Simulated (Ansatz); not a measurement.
Species: H$_{2}$BO$_{2}$, SMILES `O[B]O` (H–O–B–O torsion -180°, O–B–O–H torsion 180°) (charge 0, multiplicity 2).

Question: Give a relaxed geometry from B3LYP-D3(BJ)/def2-TZVP (Ansatz, a first-principles code).

Answer: This is not unique; one that fits is the end point of this relaxation, one of several conformers (outside a Z-matrix the atoms follow the SMILES, hydrogens last).
Z-matrix (Å, degrees):
```
B
O 1 1.3508
H 2 0.9608 1 113.83
O 1 1.3508 2 120.55 3 180.00
H 4 0.9608 1 113.83 2 -180.00
```
